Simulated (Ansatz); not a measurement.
CH$_{6}$BOSi (`C[B]O[SiH3]`) radical. Total charge 0; spin multiplicity 2.

```xyz
10

C    -1.248   -1.531    0.680
B    -0.581   -0.154    0.398
O     0.517    0.038   -0.344
Si    1.241    1.505   -0.671
H    -2.245   -1.549    0.227
H    -0.665   -2.369    0.283
H    -1.403   -1.674    1.752
H     2.408    1.201   -1.531
H     1.685    2.142    0.592
H     0.292    2.390   -1.386
```

(1) What are the harmonic wavenumbers in cm⁻¹ at PBE0-D4/def2-TZVP (Ansatz, finite differences of forces, unscaled)? (Estimate.)

(2) Is this a minimum?

(3) Give the ideal-gas thermochemistry at 298.15 K and 1 bar (rigid rotor, harmonic oscillator; point group C1, symmetry number 1).

(4) And at 400, 500, 600, 800 and 1000 K?

## Answers

(1) Computed: 32, 41, 109, 111, 353, 694, 716, 735, 785, 915, 949, 954, 961, 1002, 1298, 1394, 1434, 1456, 2246, 2253, 2259, 3027, 3109, 3121.

(2) Yes, all 24 modes are real.

(3) Zero-point energy 179.2 kJ/mol; H(298) − E = 200.0 kJ/mol; entropy 357.1 J/(mol·K), of which translation 162.4, rotation 103.7, vibration 85.2, electronic 5.8; G(298) − E = 93.6 kJ/mol. Modes under 100 cm⁻¹ are hindered rotations or soft bends, so the harmonic entropy is rough.

(4) 
```json
{"T (K)": "400", "H − E (kJ/mol)": "210.9", "S (J/mol/K)": "388.2", "G − E (kJ/mol)": "55.6"}
{"T (K)": "500", "H − E (kJ/mol)": "223.3", "S (J/mol/K)": "415.8", "G − E (kJ/mol)": "15.4"}
{"T (K)": "600", "H − E (kJ/mol)": "237.2", "S (J/mol/K)": "441.2", "G − E (kJ/mol)": "-27.5"}
{"T (K)": "800", "H − E (kJ/mol)": "268.5", "S (J/mol/K)": "486.1", "G − E (kJ/mol)": "-120.3"}
{"T (K)": "1000", "H − E (kJ/mol)": "303.4", "S (J/mol/K)": "525.0", "G − E (kJ/mol)": "-221.5"}
```
